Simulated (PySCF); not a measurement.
Electron correlation in S⁺ (sulfur, charge +1)

[Ne] 3s2 3p3, high-spin 4S determinant. Computed with PySCF 2.14 in x2c-TZVPPall with one added diffuse shell each of s, p, d type (6s6p4d1f, 51 functions), with scalar relativity by spin-free X2C-1e. Frozen: 1s2; 13 electrons correlated.

```csv
level,correlation energy (mhartree)
CCSD,-267.35
(T),-4.95
CCSD(T),-272.30
```

Diagnostics: T1 = 0.0031, D1 = 0.0118, largest double amplitude 0.044.

Cost of the coupled-cluster step: about 2.8 core-seconds, for 13 correlated electrons.

Iterations:

```
CC2 = 0
CCSD nocc = (np.int64(8), np.int64(5)), nmo = (50, 50)
frozen orbitals [[0], [0]]
max_cycle = 100
direct = 0
conv_tol = 1e-08
conv_tol_normt = 1e-06
diis_space = 8
diis_start_cycle = 0
Init t2, MP2 energy = -0.2501541083314
Init E_corr(UCCSD) = -0.250154108341853
cycle = 1  E_corr(UCCSD) = -0.263218165258197  dE = -0.0130640569  norm(t1,t2) = 0.0366418
cycle = 2  E_corr(UCCSD) = -0.266274090473076  dE = -0.00305592521  norm(t1,t2) = 0.0106027
cycle = 3  E_corr(UCCSD) = -0.267367037006814  dE = -0.00109294653  norm(t1,t2) = 0.00380687
cycle = 4  E_corr(UCCSD) = -0.267350127783057  dE = 1.69092238e-05  norm(t1,t2) = 0.000497215
cycle = 5  E_corr(UCCSD) = -0.267344060820434  dE = 6.06696262e-06  norm(t1,t2) = 5.18231e-05
cycle = 6  E_corr(UCCSD) = -0.267345359435575  dE = -1.29861514e-06  norm(t1,t2) = 1.06751e-05
cycle = 7  E_corr(UCCSD) = -0.267345315866313  dE = 4.35692611e-08  norm(t1,t2) = 3.05033e-06
cycle = 8  E_corr(UCCSD) = -0.267345301381053  dE = 1.44852601e-08  norm(t1,t2) = 6.07386e-07
cycle = 9  E_corr(UCCSD) = -0.267345304484675  dE = -3.10362153e-09  norm(t1,t2) = 1.34643e-07
UCCSD converged
E(UCCSD) = -398.5133739062564  E_corr = -0.2673453044846749
UCCSD(T) correction = -0.00495362138543483
```

This basis was not built for core-valence correlation, so the inner-shell part is incomplete.
